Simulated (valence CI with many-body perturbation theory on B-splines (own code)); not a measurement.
**Questions on Ce27+**

Level of theory: relativistic CI+MBPT: three valence electrons over a frozen Dirac-Fock core [Ar] 3d10, a basis of 11 s, 11 p, 9 d, 7 f, 5 g, 2 h, 1 i functions for each j, with the one-electron correlation potential Σ1, the two-electron term Σ2, the three-electron term Σ3, Breit, model QED; selected CI, second order for the rest (own B-spline code, finite nucleus).

No measured spectrum was set against this ion. As an estimate, large intervals hold to a few tenths of a per cent, small ones and those within an open d or f shell to about a per cent.

Levels are named by their leading jj configuration (3d3/2^4 stands for four electrons in 3d with j = 3/2), which in mixed levels can hold well under half, so a name can repeat and another be missing.

Rates and lifetimes use the calculated energies. Strong lines usually hold to 10 to 20 %, long lifetimes can be off by a factor of two.

Question: What is the ground level?

Answer: (4s^2 4p1/2) J=1/2, composition 99 % 4s²4p ²P°, g = 0.663.

Question: Where does the other parity begin?

Answer: At (4s 4p1/2^2) J=1/2, 470650 cm⁻¹.

Question: Among levels below 2495100 cm⁻¹, which E1 lines absorb most strongly from the ground level?

Answer: to (4s^2 4d3/2) J=3/2 at 9.367 nm, f = 0.674; to (4s 4p1/2 4p3/2) J=1/2 at 13.21 nm, f = 0.406; to (4s 4p1/2 4p3/2) J=3/2 at 13.73 nm, f = 0.333.

Question: Name the longest-lived excited levels whose lifetime is computed, and their main decay.

Answer: (4s 4p3/2 4d5/2) J=9/2 at 1664800 cm⁻¹ lives 16.8 μs, mostly by M1 to (4s 4p1/2 4d5/2) J=7/2; (4s^2 4p3/2) J=3/2 at 209700 cm⁻¹ lives 11.9 μs, mostly by M1 to (4s^2 4p1/2) J=1/2.

Question: What are the static dipole polarisabilities of the lowest levels?

Answer: (4s^2 4p1/2) J=1/2 0.125; (4s^2 4p3/2) J=3/2 0.134 (tensor 0.012) bohr³, of which the core gives 0.00774.
